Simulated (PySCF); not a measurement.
BeF⁻: energy against distance

Set-up: basis Be def2-SVPD, F def2-SVPD; no relativity; PySCF 2.14. Energies in eV from Be + F⁻ in their ground configurations at the same level. State: ¹Σ⁺ (singlet), closed shell.

```csv
R (Å),PBE
1.262,-2.609
1.321,-3.009
1.380,-3.236
1.424,-3.322
1.468,-3.353
1.512,-3.342
1.571,-3.279
1.644,-3.148
1.732,-2.947
1.850,-2.650
```

Question: Put a parabola through the three lowest points of the PBE curve and estimate Re, k and ωe (reduced mass 6.113 u; 1 eV/Å² = 0.16022 mdyn/Å; ωe = 1302.8·√(k/μ) cm⁻¹).

Answer: Through R = 1.424, 1.468, 1.512 Å the second-order coefficient is 10.8 eV/Å², so Re ≈ 1.478 Å, k ≈ 3.48 mdyn/Å and ωe ≈ 982 cm⁻¹. A polynomial fit of higher order to the unrounded PBE energies gives Re = 1.477 Å, k = 3.27 mdyn/Å, ωe = 953 cm⁻¹; anharmonicity and rounding make the difference.

The higher-order fit for each curve: PBE: Re = 1.477 Å, ωe = 953 cm⁻¹, De = 3.35 eV.

For an ion De counts to the pair picked by the measured ionisation energies or electron affinities, which need not be the lowest pair at this level. The highest Kohn–Sham level is positive in this anion. Much of that is self-interaction error, but it also means that the finite basis helps to hold the extra electron.
